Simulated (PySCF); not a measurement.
B(OMe)(PH2)2 (CH7BOP2), SMILES COB(P)P. Geometry optimised at PBE-D3(BJ)/def2-SVP. This is a generated structure with no PubChem entry under its InChIKey; it may be hypothetical. The values are those of a single conformer.

The numbers are results of PBE-D3(BJ)/def2-SVP run with PySCF, not measurements.

Harmonic wavenumbers (cm⁻¹): 92, 130, 157, 162, 190, 210, 338, 382, 440, 547, 655, 701, 724, 894, 1000, 1046, 1060, 1125, 1145, 1313, 1411, 1421, 1436, 2327, 2338, 2358, 2363, 2944, 3032, 3071. Rotational constants (GHz): 3.295, 2.128, 1.328; symmetry number 1.

Q: Work out the zero-point energy and the ideal-gas rigid-rotor harmonic-oscillator thermochemistry at 298.15 K and 1 atm.

A: ZPE = ½ Σ hcν = ½ × 35010 cm⁻¹ = 50.05 kcal/mol. H − E(el) = 55.90 kcal/mol. Entropy in cal/(mol K): translation 39.94, rotation 27.94, vibration 21.09, total 88.97. G − E(el) = 29.37 kcal/mol. Cp = 29.94 cal/(mol K). Modes under 150 cm⁻¹ make the vibrational entropy uncertain.
